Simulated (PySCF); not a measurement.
## Predicted spectroscopic data

How the numbers were obtained: GFN2-xTB structure, shielding tensors at PBE0/pcSseg-1 (GIAO), in PySCF 2.14.0 with density-fitted response routines (relativity neglected, in vacuum, one conformer, one averaged value for each set of equivalent atoms).

Chemical shifts δ = σref − σ; ¹H (σref 31.72), ¹³C (σref 186.93) vs TMS, all at this level. Splittings of carbon signals by F and P are missing where no couplings were computed. Where no couplings were computed, multiplicities follow the n + 1 count of equivalent neighbours, and m marks all less simple cases (inequivalent or close neighbours, rings, F or P nearby). Shifts are as computed. Against solution values, carbons near 30 ppm lie about +3 ppm off and those near 130 ppm about +5 ppm. Of 1211 compounds with measured shifts, 218 miss one by over three times the rms of a fit or turn the order of signals round; such compounds aren't used in these exercises.

Compound 1 (C6H10Cl2Si). ¹H NMR (500 MHz, computed): δ 5.88 (m, 1H), 5.37 (m, 1H), 5.08 (m, 1H), 2.09 (m, 2H), 1.42 (m, 2H), 1.10 (t, 3H). ¹³C{¹H} NMR (computed): δ 224.0 (C), 96.1 (CH), 85.1 (CH), 37.0 (CH2), 29.6 (CH2), 17.0 (CH3). Structure: `CCCC=C=C[SiH](Cl)Cl`.

Compound 2 (C6H8NOP). ¹H NMR (500 MHz, computed): δ 8.89 (m, 1H), 8.14 (m, 1H), 4.18 (s, 3H), 2.75 (m, 3H). ¹³C{¹H} NMR (computed): δ 169.3 (C), 159.8 (C), 155.1 (CH), 145.0 (CH), 55.6 (CH3), 23.9 (CH3). Structure: `COc1nccpc1C`.
